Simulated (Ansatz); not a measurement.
Cost and result for the atomization energy of CH4F2OSi2, SMILES `O=C[Si](F)(F)[SiH3]` (10 atoms, 9 bonds).

Z-matrix (Å, degrees):
```
Si
C 1 1.919
F 1 1.594 2 107.6
F 1 1.594 2 107.7 3 114.2
Si 1 2.340 2 110.9 3 -122.8
O 2 1.208 1 118.1 3 122.1
H 2 1.114 1 122.1 3 -57.9
H 5 1.484 1 108.9 2 -59.9
H 5 1.486 1 108.7 2 -179.6
H 5 1.484 1 108.9 2 60.7
```

Charge 0, multiplicity 1. Geometry: relaxed with PBE0-D4/def2-TZVP. It is one conformer, not always the lowest. Program: Ansatz. All runs use 4 threads of an Arm Neoverse V1 on a shared host. Times are those of one run each, without the atoms' runs, and a repeat can differ threefold. Electronic energies, without spin–orbit coupling; frozen cores. CCSD(T)/CBS adds CCSD(T) − MP2 in def2-TZVPP to the MP2 limit, and its time is that of the two runs behind it. T1 = 0.014. B3LYP takes the VWN-RPA correlation (the form of Gaussian; ORCA's B3LYP/G).

CCSD(T)/CBS is a level of theory with its own doubt, some kJ/mol a heavy atom from the limit and from the frozen cores, so smaller differences don't rank the functionals.

```tsv
level	functions	wall time	atomization (kcal/mol)	difference from CCSD(T)/CBS	per bond
PBE-D4/def2-TZVPP (with forces)	264	2.8 s	922.6	12.3	1.4
PBE0-D4/def2-TZVPP	264	4.1 s	899.2	-11.1	-1.2
r2SCAN-D4/def2-TZVPP (with forces)	264	6 s	909.0	-1.3	-0.1
B3LYP-D4/def2-TZVPP (with forces)	264	6 s	903.7	-6.6	-0.7
B2PLYP/def2-TZVPP	264	7.5 s	896.6	-13.7	-1.5
ωB97X-V/def2-TZVPP	264	9.5 s	912.6	2.3	0.3
ωB97M-V/def2-TZVPP (with forces)	264	14 s	908.5	-1.8	-0.2
MP2/def2-QZVPP	488	27 s	923.3	13.0	1.4
CCSD(T)/def2-TZVPP	264	4.7 min	882.6	-27.7	-3.1
CCSD(T)/CBS(def2)	–	5.2 min	910.3	0.0	0.0
```

From PBE to PBE0 (25 % exact exchange), in def2-TZVPP and without D4, the atomization energy moves by −22.6 kcal/mol: exact exchange takes away binding that semilocal exchange gives to molecules. In def2-TZVPP, CCSD(T) changes the Hartree–Fock value by +226.8 kcal/mol (the triples alone add +15.2 kcal/mol) and MP2 by +250.7 kcal/mol; breaking electron pairs costs correlation energy, which Hartree–Fock lacks. The D4 term adds +9.0 kcal/mol with B3LYP and +4.8 kcal/mol with PBE0; it sums over pairs of atoms, weighted by their polarisabilities, and B3LYP, whose exchange is more repulsive, gets the larger term.
